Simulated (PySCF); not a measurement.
Caution: the highest occupied level lies above zero, a sign of self-interaction error and of too few diffuse functions.

Delta-SCF ions had no search for a lower state. 

Z-matrix (Å, degrees):
```
C
C 1 1.4162
C 2 1.3383 1 127.87
H 3 1.1003 2 122.87 1 179.97
H 3 1.1119 4 113.92 2 180.00
C 1 1.4343 2 122.34 3 -91.73
C 6 1.3901 1 122.04 2 -177.03
H 6 1.0924 7 120.00 1 -179.89
H 7 1.0952 6 118.96 8 0.71
C 7 1.4061 9 119.52 6 -179.82
H 10 1.0918 7 121.18 9 -0.73
C 10 1.4061 11 121.18 7 179.98
C 12 1.3901 10 121.52 11 -179.45
H 13 1.0924 12 120.01 10 179.48
H 12 1.0952 13 118.96 14 -0.71
```
Charge -1, spin multiplicity 1.

### Question
What is the computed HOMO, vertical detachment energy (Delta-SCF) and total energy (TPSSh-D3(BJ)/def2-TZVPD // B3LYP-D3(BJ)/def2-SVPD (PySCF))?

### Answer

- HOMO = 0.65 eV
- vertical detachment energy (Delta-SCF) = 1.24 eV
- total energy = -309.1631 Ha
